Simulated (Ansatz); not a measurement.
Consider the formal exchange of groups at the Si–O bond: `[CH3][In]([CH3])[O][SiH3]` + `CC(O)Cl` → `OC(Cl)C[SiH3]` + `[CH3][In]([CH3])[OH]`.

Gas-phase electronic energies from Ansatz, PBE0-D4/def2-TZVP geometries. CBS: MP2 limit from def2 TZ/QZ plus the TZ coupled-cluster correction, frozen cores. DFT in def2-TZVPP. B3LYP here is the variant with VWN-RPA as its local correlation; programs differ in this. HSE06 is defined as in plane-wave codes. Elements past krypton have def2 core potentials. For In outer-core shells are correlated without core-valence functions, which leaves a few kJ/mol of doubt a bond. Each species was taken in one conformer, which may not be the lowest.

```json
{"level": "BLYP-D4", "ΔE (kJ/mol)": "115.8"}
{"level": "HSE06-D4", "ΔE (kJ/mol)": "112.7"}
{"level": "B3LYP", "ΔE (kJ/mol)": "124.7"}
{"level": "MP2/CBS(def2)", "ΔE (kJ/mol)": "120.7"}
```

(1) What does CCSD(T)/CBS give? (An estimate is asked.)

Largest T1 diagnostic among the species: 0.014.

## Answers

(1) Computed: +120.0 kJ/mol. The listed levels differ from it by -4.2, -7.3, 4.7, 0.7 kJ/mol.

In def2-TZVPP, CCSD(T) changes the Hartree–Fock value by −25.4 kJ/mol (the triples alone add −3.4 kJ/mol) and MP2 by −24.6 kJ/mol. From PBE to PBE0 (25 % exact exchange), in def2-TZVPP and without D4, ΔE moves by +7.2 kJ/mol.

CCSD(T)/CBS has its own doubt, a few kJ/mol and more with outer-core shells, so smaller differences from it don't rank the levels.
